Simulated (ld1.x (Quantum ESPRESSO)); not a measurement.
**Before and after: PAW potential for H**

H (Z = 1), PAW, made with ld1.x (Quantum ESPRESSO) 7.5 (PBE, scalar-relativistic). Core none, reference 1s1. Waves: 1s (bound): rcut 1.05, rcutus 1.30 bohr; 1s channel at 1.35 Ry: rcut 1.05, rcutus 1.30 bohr; 2p channel at 0.3 Ry: rcut 0.85, rcutus 0.95 bohr. Local part: all-electron potential smoothed inside 1.15 bohr (lloc = -2). Core correction: none. Augmentation charge: PSQ, inside the norm-conserving radii.

Change: waves 1s (bound): rcut 1.05, rcutus 1.54 bohr; 1s channel at 1.35 Ry: rcut 1.05, rcutus 1.54 bohr.

Cutoffs: the cutoffs (Ry, on a coarse ladder) from which the occupation-weighted sum of valence levels, in a spherical-Bessel basis at the reference potential, stays within 10 and 1 mRy of its value at 400 Ry; they do not see the model core or the augmentation charge, which bear on the density cutoff. Errors are all-electron minus pseudo energies relative to the spin-unpolarised reference configuration.

**Question.** Predict the effect on cutoff, ghosts and configuration errors.

**Answer.** The potential gets softer (15 Ry and 25 Ry → 10 Ry and 18 Ry); neither file shows a bound ghost. A larger radius leaves more room for a smooth pseudo-wave, so fewer plane waves are needed.

```tsv
quantity	base	changed
cutoff, loose	15 Ry	10 Ry
cutoff, tight	25 Ry	18 Ry
bound ghosts	none	none
error for 1s0.5, meV [ΔE 4.76 eV]	0.0	0.0
lowest overlap eigenvalue by channel	s 0.95, p 0.98	s 1.00, p 0.98
```
